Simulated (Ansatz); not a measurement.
One change: `C=NC[SeH]` becomes `C=N[CH2][GaH][OH]`.

Ansatz, PBE0-D4/def2-TZVP geometries, multiplicity 1. Each molecule was computed in one conformer, which needn't be the lowest.

Scalar relativity is left out up to krypton.

```tsv
property	`C=NC[SeH]`
HOMO energy (B3LYP/def2-TZVPP) / eV	-6.46
HOMO–LUMO gap (ωB97M-V/def2-TZVPP) / eV	10.16
size of the dipole moment (B3LYP/def2-TZVPP) / D	2.25
LUMO energy (PBE0/def2-TZVPP) / eV	-0.88
size of the dipole moment (ωB97M-V/def2-TZVPP) / D	2.33
HOMO energy (PBE0/def2-TZVPP) / eV	-6.69
```

(1) Give the same properties after the change, and the shifts. (Best estimate.)

Results:

(1) The calculation gave: 
```json
{"property": "HOMO energy (B3LYP/def2-TZVPP) / eV", "`C=N[CH2][GaH][OH]`": "-7.25", "shift": "-0.79"}
{"property": "HOMO–LUMO gap (ωB97M-V/def2-TZVPP) / eV", "`C=N[CH2][GaH][OH]`": "10.47", "shift": "0.31"}
{"property": "size of the dipole moment (B3LYP/def2-TZVPP) / D", "`C=N[CH2][GaH][OH]`": "2.58", "shift": "0.33"}
{"property": "LUMO energy (PBE0/def2-TZVPP) / eV", "`C=N[CH2][GaH][OH]`": "-0.90", "shift": "-0.02"}
{"property": "size of the dipole moment (ωB97M-V/def2-TZVPP) / D", "`C=N[CH2][GaH][OH]`": "2.65", "shift": "0.32"}
{"property": "HOMO energy (PBE0/def2-TZVPP) / eV", "`C=N[CH2][GaH][OH]`": "-7.45", "shift": "-0.76"}
```

Dipoles are sizes alone; their direction can turn.

B3LYP here is the variant with VWN-RPA as its local correlation; programs differ in this.

Spin–orbit coupling is left out; it splits and shifts lone-pair levels of the heavy atoms by tenths of an eV.
